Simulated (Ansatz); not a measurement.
System: sum formula H$_{3}$BO, net charge 0, singlet state. 
Geometry from a B3LYP-D3(BJ)/def2-TZVP (Ansatz, a program for electronic structure) optimisation:
```
B
O 1 1.3512
H 2 0.9633 1 114.11
H 1 1.1918 2 116.77 3 180.00
H 1 1.1973 4 122.56 2 180.00
```
Charge 0, spin multiplicity 1.

Parts of the frozen-core correlation energy in cc-pVDZ (Ansatz, hartree). Frozen orbitals: 2; correlated occupied orbitals by spin: 6 and 6; virtual: 35 and 35. Spin-orbit coupling is left out. Non-relativistic.

| term | value |
|---|---|
| reference (HF) | -101.33279 |
| MP2 opposite-spin | -0.21470 |
| MP2 same-spin | -0.06487 |
| CCSD correlation | -0.30111 |
| (T) | -0.00655 |
| CCSDT minus CCSD(T) | -0.00048 |
| T1 diagnostic | 0.016 |
| largest doubles amplitude | 0.046 |
